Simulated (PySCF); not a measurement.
Cl²⁺ (chlorine, charge +2): r2SCAN calculation

Configuration: [Ne] 3s2 3p3, high-spin 4S determinant. Calculation: PySCF 2.14, in def2-TZVP (5s5p2d1f, 37 functions); no relativity, point nucleus.

```
Total energy                                     : -458.7635 hartree
One-electron energy                              : -618.7681 hartree
Hartree (Coulomb) energy                         : 187.4741 hartree
Exchange-correlation energy                      : -27.4695 hartree
Kinetic energy                                   : 458.17231 hartree
⟨S²⟩                                             : 3.7505
⟨L²⟩                                             : 0.000
Sum of ⟨r⟩                                       : 11.18 bohr
Sum of ⟨r²⟩                                      : 15.38 bohr²
Density at the nucleus (Gaussians lack the cusp) : 3110 bohr⁻³
Spin density at the nucleus                      : 0.305 bohr⁻³
Langevin diamagnetic susceptibility              : -12.2 ×10⁻⁶ cm³/mol
Time after the integrals                         : 0.19 s of wall time on 1 thread of Intel(R) Xeon(R) 6975P-C (shared host)
```

```tsv
shell	electrons	mean orbital energy (eV)	rms radius, mean of both spins (bohr)
1s α	1	-2783.5	0.106
1s β	1	-2782.6	0.106
2s α	1	-283.84	0.484
2s β	1	-283.37	0.484
2p α	3	-222.61	0.453
2p β	3	-221.64	0.453
3s α	1	-47.610	1.56
3s β	1	-42.096	1.56
3p α	3	-33.778	1.71
```
